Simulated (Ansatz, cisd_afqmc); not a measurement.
Species: HBOF, charge 1, singlet. HBOF+ (SMILES [OH+]=BF).
B3LYP-D3(BJ)/def2-TZVP minimum from Ansatz (a quantum-chemistry and plane-wave program):
```xyz
4

F     -1.2127     0.2744    -0.2794
B     -0.0313    -0.0029    -0.0216
O      1.1394    -0.2201     0.3170
H      1.9559    -0.6944     0.0867
```
Charge +1, spin multiplicity 1.

Total energies in cc-pVDZ, 16 correlated electrons, 3 frozen orbitals. Radicals and triplets start from unrestricted determinants; spin-orbit coupling is neglected. Correlated methods leave the cores frozen. No relativity. AFQMC is phaseless with a CISD trial state; ± is one standard error, without the phaseless bias. Outlying blocks are dropped, and bars are widened where a walk drifts. Over all cases where full CI ran beside it in this data, AFQMC minus full CI had a median of +0.1 mEh and passed +0.4 mEh in a tenth of the cases.

```json
[
 {"method": "HF", "program": "Ansatz", "energy (Eh)": "-199.35625", "minus CCSDT(Q) (mEh)": "454.94"},
 {"method": "MP2", "program": "Ansatz", "energy (Eh)": "-199.79274", "minus CCSDT(Q) (mEh)": "18.45"},
 {"method": "CCSD", "program": "Ansatz", "energy (Eh)": "-199.79938", "minus CCSDT(Q) (mEh)": "11.82"},
 {"method": "CCSD(T)", "program": "Ansatz", "energy (Eh)": "-199.80961", "minus CCSDT(Q) (mEh)": "1.58"},
 {"method": "CCSDT(Q)", "program": "Ansatz", "energy (Eh)": "-199.81120", "minus CCSDT(Q) (mEh)": "0.00"},
 {"method": "AFQMC/CISD", "program": "cisd_afqmc", "energy (Eh)": "-199.8111 ± 0.0004", "minus CCSDT(Q) (mEh)": "0.1 ± 0.4"}
]
```
